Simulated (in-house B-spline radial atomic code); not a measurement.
Values are calculated unless marked as measured or tabulated.
## Al in an electron gas of r_s = 1.5: phase shifts, screening and friction

A nucleus sits in a uniform electron gas with a rigid positive background. The Kohn-Sham equations are solved self-consistently in the spin-unpolarised LDA (PW92), non-relativistic, on B-splines with outgoing waves at the boundary and partial waves to l = 8. The model has no lattice, no bands and no magnetic solution. Atomic units; δ_l are the phase shifts at the Fermi level, counted so that each bound state adds π, and good to about 0.0005.

The density parameter is r_s = 1.5 bohr.

```csv
l,δ_l (rad)
0,6.0510
1,3.6252
2,0.5211
3,0.0861
4,0.0211
5,0.0058
6,0.0016
7,0.0004
8,0.0001
```

Bound levels below the band bottom (hartree): s -54.39, s -3.293, p -1.915.

(1) Check the Friedel sum rule, and say where the screening charge sits.

(2) Find the transport cross section and the electronic stopping of a 1 keV Al ion (mass 26.98 u).

## Answers

(1) k_F = (9π/4)^(1/3)/r_s = 1.27944. The rule is Z = (2/π) Σ (2l + 1) δ_l. The terms are s 3.852, p 6.924, d 1.659, f 0.384 and 0.180 beyond, in all 12.998 against Z = 13. Bound states hold 4 s, 6 p, 0 d electrons, so the scattering states carry 3.00 in all; where a term is smaller than its bound count, the bound level has drawn weight out of the band.

(2) σ_tr = (4π/k_F²) Σ (l + 1) sin²(δ_l − δ_(l+1)). The terms for l = 0 to 3 are 0.4306, 0.0028, 0.5328, 0.0169, all together 0.9844, so σ_tr = 7.677 × 0.9844 = 7.557 bohr². With n = 3/(4π r_s³) = 0.07074, the friction coefficient is Q = n k_F σ_tr = 0.6839. For v well below v_F = 1.279, dE/dx = Q v; with 24801 eV per u at v = 1, v = √(1000/(24801 × 26.98)) = 0.0387, so dE/dx = 0.02644 hartree/bohr = 13.6 eV/nm. The largest term couples the d and f waves.
